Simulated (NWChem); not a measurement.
Species: C$_{2}$H$_{4}$N cation; SMILES C(C)#[NH+]

Computed with NWChem. Pople sets run with spherical d functions. Each level has its own optimisation; frequencies are unscaled.

```tsv
level	r C–C (Å)	r C–H (Å)	r C–N (Å)	r H–N (Å)	highest harmonic frequency (cm⁻¹)	lowest (cm⁻¹)	zero-point energy (kcal/mol)
B3LYP/6-31G*	1.444	1.097	1.148	1.012	3717	394	35.3
LDA (Slater exchange, VWN5)/def2-SVP	1.412	1.116	1.156	1.028	3576	393	34.0
Hartree-Fock/3-21G	1.456	1.085	1.129	0.999	3803	503	38.5
Hartree-Fock/6-31G*	1.465	1.083	1.124	0.999	3923	432	38.0
PBE0/def2-SVP	1.431	1.103	1.146	1.017	3696	395	35.3
```
